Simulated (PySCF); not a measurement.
Method: PySCF with PBE0-D3(BJ)/def2-TZVP. Gas-phase values, no solvent. One relaxed conformer stands for a flexible species; it need not be the lowest. Delta-SCF ions had no search for a lower state. Excitations are Tamm–Dancoff values on a coarser integration grid. The basis has no diffuse functions, so Rydberg states are missing or too high.

Reference species (SMILES): `O[Si](O)(O)O` (neutral, multiplicity 1).

```
Item                                       Value
--------------------------------------  --------
vertical ionisation energy (Delta-SCF)  11.35 eV
T1 excitation (TDA)                      7.81 eV
HOMO–LUMO gap                            9.60 eV
```

Changed species: `O[SiH](O)O` (1 of 4 OH replaced by H; the reference has 0 of 4 OH replaced by H).

Q: Predict the effect on the vertical ionisation energy (Delta-SCF), T1 excitation (TDA) and HOMO–LUMO gap.

A: the vertical ionisation energy (Delta-SCF) falls by 0.18 eV, to 11.17 eV; the T1 excitation (TDA) rises by 0.10 eV, to 7.91 eV; the HOMO–LUMO gap goes up by 0.06 eV, to 9.66 eV.
